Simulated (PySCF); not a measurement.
1,1-difluorobuta-1,2-diene (C₄H₄F₂), SMILES CC=C=C(F)F.

Coordinates come from a PBE0-D3(BJ)/def2-SVP optimisation.

All values below come from PBE/def2-TZVP (PySCF).

The molecule is in vacuum.

Computed frontier levels, gap, dipole moment and polarisability:
```json
{
 "highest_occupied_level": "-5.93 eV",
 "lowest_empty_level": "-1.64 eV",
 "orbital_gap": "4.29 eV",
 "dipole_moment": "2.24 D",
 "quadrupole, principal values (traceless, Buckingham form, about the centre of nuclear charge)": "-3.62, 0.40, 3.22 D·Å",
 "mean_static_polarisability": "53.6 bohr³ (7.94 Å³)",
 "polarisability_principal_values": "38.3, 39.2, 83.3 bohr³"
}
```
